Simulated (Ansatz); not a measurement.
CH₅BN₂O (`N=COBN`). Total charge 0; spin multiplicity 1.

Cartesian coordinates in Å:
```
N 0.7238 -1.0658 -0.9429
C 0.3736 0.0741 -1.3580
O -0.2322 0.9997 -0.6153
B -0.5873 0.8854 0.7366
N -0.3440 -0.2446 1.4968
H 1.1645 -1.5896 -1.6920
H 0.5230 0.4436 -2.3763
H -1.1239 1.8505 1.1917
H 0.1108 -1.0516 1.0959
H -0.6083 -0.3018 2.4634
```

Question: What are the harmonic wavenumbers in cm⁻¹ at PBE0-D4/def2-TZVP (Ansatz, finite differences of forces, unscaled)? (An estimate is asked.)

Answer: The calculation gave: 143, 252, 258, 431, 557, 721, 732, 848, 852, 922, 996, 1064, 1146, 1185, 1358, 1384, 1433, 1606, 1722, 2648, 3098, 3552, 3578, 3723.

Question: Is this a minimum?

Answer: Yes, all 24 modes are real.

Question: Give the ideal-gas thermochemistry at 298.15 K and 1 bar (rigid rotor, harmonic oscillator; point group Cs, symmetry number 1).

Answer: Zero-point energy 204.6 kJ/mol; H(298) − E = 221.3 kJ/mol; entropy 304.9 J/(mol·K), of which translation 162.2, rotation 105.5, vibration 37.2; G(298) − E = 130.4 kJ/mol.

Question: Rotational constants (cm⁻¹)?

Answer: 0.3286, 0.1545, 0.1051.
